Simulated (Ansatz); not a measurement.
Consider the ligand exchange at the Si–O bond: `[SiH3][O][GeH2][O][SiH3]` + `[NH2][Mg][OH]` → `[NH2][Mg][O][SiH3]` + `[OH][GeH2][O][SiH3]`.

Calculated with Ansatz (gas phase, PBE0-D4/def2-TZVP geometries, no zero-point term in ΔE). CBS: MP2 limit from def2 TZ/QZ plus the TZ coupled-cluster correction, frozen cores. Functionals use def2-TZVPP. B3LYP here is the variant with VWN-RPA as its local correlation; programs differ in this. For Ge, Mg outer-core shells are correlated without core-valence functions, which leaves a few kJ/mol of doubt a bond. Scalar relativity is left out up to krypton. Each species was taken in one conformer, which may not be the lowest.

**Question.** Is it downhill or uphill in electronic energy at CCSD(T)/CBS, and by how much? (Best estimate.)

**Answer.** The calculation gave: Downhill: ΔE = -0.25 eV.

**Question.** What do these levels give: PBE-D4, B3LYP-D4, B3LYP, MP2/def2-TZVPP, HF/CBS(def2), CCSD/CBS(def2)? (Best estimate.)

**Answer.** Computed: PBE-D4 -0.24, B3LYP-D4 -0.20, B3LYP -0.27, MP2/def2-TZVPP -0.24, HF/CBS(def2) -0.27, CCSD/CBS(def2) -0.25 eV.

Largest T1 diagnostic among the species: 0.012.

The D4 term adds +0.07 eV with B3LYP and +0.04 eV with PBE0; it sums over pairs of atoms, weighted by their polarisabilities, and B3LYP, whose exchange is more repulsive, gets the larger term.
